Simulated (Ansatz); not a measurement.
Consider the cleavage of the Si–Si bond: `O[SiH](O)[SiH2][SiH3]` + CH₃SH → `CS[SiH2][SiH3]` + `O[SiH2]O`.

Isolated molecules relaxed with PBE0-D4/def2-TZVP in Ansatz; ΔE leaves out vibrations. CCSD(T)/CBS is the MP2 limit (def2-TZVPP, def2-QZVPP) plus CCSD(T) − MP2 in def2-TZVPP, frozen cores. This one scheme is used for every species. DFT in def2-TZVPP. Each species was taken in one conformer, which may not be the lowest.

```csv
level,ΔE (eV)
PBE-D4,-0.49
ωB97M-V,-0.63
PBE,-0.49
r2SCAN,-0.58
PBE0,-0.53
SCS-MP2/def2-TZVPP,-0.69
CCSD(T)/def2-TZVPP,-0.60
HF/def2-QZVPP,-0.70
```

What does CCSD(T)/CBS give? (An estimate is asked.)

Ansatz gave: -0.63 eV. The listed levels differ from it by 0.14, 0.00, 0.14, 0.05, 0.10, -0.06, 0.03, -0.07 eV.

Largest T1 diagnostic among the species: 0.013.

From PBE to PBE0 (25 % exact exchange), in def2-TZVPP and without D4, ΔE moves by −0.05 eV.
